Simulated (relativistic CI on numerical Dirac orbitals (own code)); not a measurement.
## Magnetism of Tb2+, 4f9, in a crystal field

Calculated by Dirac-Coulomb-Breit CI, separate exchange-only KLI orbitals for each configuration, a model potential for QED, valence Slater integrals scaled by 0.85, one configuration in a parametric crystal field (own radial code).

Field parameters in Wybourne normalisation. The field is a parameter set, without covalency.

S is read from ⟨S²⟩ = S(S + 1).

Powder χT (cm³ K mol⁻¹) by Van Vleck's formula, with temperature-independent terms:

| Field | 2 K | 5 K | 10 K | 20 K | 50 K | 100 K | 200 K | 300 K |
| --- | --- | --- | --- | --- | --- | --- | --- | --- |
| D4h, B20 = 400, B40 = 900, B44 = 730, B60 = 200, B64 = -190 cm⁻¹ | 12.2 | 12.2 | 12.3 | 12.5 | 13 | 13.5 | 13.8 | 13.9 |
| D4h, B20 = 1120, B40 = 1060, B44 = 850, B60 = 450, B64 = 290 cm⁻¹ | 12.4 | 12.4 | 12.5 | 12.6 | 12.9 | 13.3 | 13.7 | 13.8 |

(1) For D4h, B20 = 400, B40 = 900, B44 = 730, B60 = 200, B64 = -190 cm⁻¹: what effective moment follows at 300 K?

Answers

(1) μ_eff = √(8χT) = 10.56 μB. The LS value g√(J(J + 1)) of the free ion's ⁶H°15/2 level is 10.65 μB.
